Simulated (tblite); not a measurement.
Compound: C₆H₁₁F₃.
Structure used (GFN2-xTB), in Å, numbered top down from 1:
```xyz
20
C6H11F3 angstrom
C      2.1653   -0.1398   -0.1086
C      0.8235   -0.7538   -0.4909
C     -0.4099    0.0108    0.0271
C     -0.4550    0.0810    1.5548
C     -0.4741    1.4310   -0.5473
F     -0.4109    1.4071   -1.9193
C     -1.6547   -0.7419   -0.4756
F     -2.7965   -0.1519   -0.0407
F     -1.6897   -2.0082    0.0043
H      2.2810    0.8527   -0.5356
H      2.9659   -0.7652   -0.4955
H      2.2798   -0.0767    0.9698
H      0.7744   -1.7734   -0.1037
H      0.7593   -0.8083   -1.5802
H     -0.3796   -0.9195    1.9735
H     -1.3933    0.5229    1.8830
H      0.3625    0.6857    1.9356
H     -1.4166    1.9194   -0.2810
H      0.3674    2.0350   -0.1992
H     -1.7041   -0.7962   -1.5736
```

All values are computed: GFN2-xTB (tblite) harmonic vibrations without scaling, gas phase. Against measured fundamentals such values can be off by several per cent, at times by over 20. One conformer, not necessarily the lowest.

Harmonic wavenumbers (cm⁻¹): 34.4, 81.8, 103.9, 158.9, 191.8, 217.8, 245.4, 278.3, 298.4, 321.0, 355.5, 430.3, 498.5, 508.4, 626.1, 782.5, 816.2, 886.4, 957.8, 985.5, 1033.5, 1038.0, 1052.7, 1064.4, 1071.4, 1104.1, 1163.8, 1198.6, 1227.4, 1237.3, 1275.1, 1278.8, 1304.9, 1334.4, 1356.0, 1413.7, 1415.1, 1449.4, 1481.6, 1490.5, 1491.6, 1502.2, 1512.5, 2901.5, 2958.3, 2973.3, 2980.2, 2994.2, 3041.2, 3043.3, 3049.1, 3050.1, 3053.4, 3058.4.

A = 1907, B = 1313, C = 1045 MHz; mass 140.081 u (most abundant isotopes); point group C1, symmetry number 1.

What is the zero-point energy?

Half the sum of the wavenumbers: 35689 cm⁻¹ = 426.94 kJ/mol.

Give the ideal-gas entropy at 350 K and 1 bar in the rigid-rotor, harmonic-oscillator model (classical rotation).

Translation 173.83, rotation 124.16, vibration 152.06: S = 450.0 J/(mol K).

And Cp and H(350 K) − H(0)?

Cp = 186.60 J/(mol K), of which vibrations give 153.34 (their classical limit is 54 R = 449.0); H(350 K) − H(0) = 39.29 kJ/mol without the zero-point energy, 27.65 from vibrations.

What must be added to the electronic energy to get the Gibbs energy at 350 K and 1 bar?

ZPE + [H(350 K) − H(0)] − T·S = 426.94 + 39.29 − 157.52 = 308.71 kJ/mol.

Blend soft modes into free rotors: weight 1/[1 + (100 cm⁻¹/ν̃)⁴] for the oscillator and the rest for a rotor with moment μB/(μ + B), μ = h/(8π²ν), B = 10⁻⁴⁴ kg m². What vibrational entropy results?

140.34 J/(mol K) in place of 152.06, which changes −T·S at 350 K by +4.10 kJ/mol.

Hindered rotation and anharmonicity are outside this model. Other conformers, if any are populated, would add a mixing term that is left out. The structure is chiral; the term R ln 2 for an equal mix with its mirror image is left out.
